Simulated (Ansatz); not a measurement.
```yaml
crystal:
  periodic: [false, false, false]
  atoms:
    - {symbol: O, position_ang: [-1.234712, 0.252607, 0.926941]}
    - {symbol: Si, position_ang: [-0.098800, 0.077465, -0.087816]}
    - {symbol: S, position_ang: [1.268824, -1.139685, 0.967768]}
    - {symbol: Cl, position_ang: [-0.699795, -0.852881, -1.767406]}
    - {symbol: Br, position_ang: [0.768227, 1.988804, -0.773982]}
    - {symbol: H, position_ang: [-1.866771, 1.005217, 0.751711]}
    - {symbol: H, position_ang: [1.987387, -1.355023, -0.114227]}
basis:
  gaussian: {orbitals: def2-mTZVPP}
hamiltonian: {xc: {name: HF}}
correlation: {method: mp2, frozen_orbitals: {O: 9}}
output: {forces: true}
```

```sh
$ ansatz run in.yaml --threads 4 --pin off --events-out ev --progress --plain --max-ram 10444MiB
```

Shortened log:

```
Functional definition: HF
Error: "frozen_orbitals" has no count for Si
```

In this input frozen orbitals are typed for one element alone, and the program wants a count for each. The program refused the input.
